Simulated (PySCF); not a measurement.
Si(H)(Me)(OH)(OMe) (C₂H₈O₂Si), SMILES O[SiH](C)OC.

Geometry: ωB97X-D3(BJ)/def2-SVP. The values are those of a single conformer.

All values below come from PBE/def2-TZVP in PySCF.

Gas-phase values at a fixed geometry.

Computed frontier levels, gap, dipole moment and polarisability:
highest occupied level: -6.51 eV
lowest empty level: -0.16 eV
orbital gap: 6.35 eV
dipole moment: 1.38 D
quadrupole, principal values (traceless, Buckingham form, about the centre of nuclear charge): -5.54, -1.05, 6.59 D·Å
mean static polarisability: 58.8 bohr³ (8.71 Å³)
polarisability, principal values: 53.2, 55.4, 67.7 bohr³
